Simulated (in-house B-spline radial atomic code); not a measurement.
A radial electron density 4πr²n(r) was computed for an atom or ion in its tabulated ground configuration with an all-electron radial atomic-structure program (B-spline basis); method: Dirac-Hartree-Fock, average of configuration. Columns: r (bohr), 4πr²n(r) (electrons per bohr), bar.

```
0.000739    2.202 #
0.000908    3.116 #
 0.00112    4.415 ##
 0.00137    6.134 ##
 0.00169    8.574 ###
 0.00208    11.83 #####
 0.00256    16.15 #######
 0.00315    21.73 #########
 0.00387    28.69 ############
 0.00476    37.18 ###############
 0.00586    47.03 ###################
  0.0072    57.58 #######################
 0.00886    68.05 ############################
  0.0109    76.95 ###############################
  0.0134     82.7 #################################
  0.0165    84.15 ##################################
  0.0203    81.38 #################################
   0.025    76.57 ###############################
  0.0307    73.98 ##############################
  0.0378    77.84 ###############################
  0.0465     89.1 ####################################
  0.0571    102.5 #########################################
  0.0703    108.8 ############################################
  0.0865    101.8 #########################################
   0.106     87.8 ####################################
   0.131     81.1 #################################
   0.161    88.69 ####################################
   0.198    95.67 #######################################
   0.243    82.97 ##################################
     0.3    54.79 ######################
   0.368    38.15 ###############
   0.453    40.92 #################
   0.557    44.72 ##################
   0.686    35.59 ##############
   0.843    21.72 #########
    1.04    13.46 #####
    1.28    10.26 ####
    1.57    7.292 ###
    1.93     3.77 ##
    2.38    1.263 #
    2.92   0.2673 
    3.59  0.03122 
    4.42 0.001767 
    5.44 4.224e-05
```

Task: Which atom or ion is it?
A. Sm4+
B. Eu4+
C. Pm4+
D. Sm3+

Result: A. The area under the curve, ∫4πr²n dr = ∫r·4πr²n d(ln r) on this logarithmic grid, is 58 electrons, which only this option has. The configuration is [Xe] 4f4.
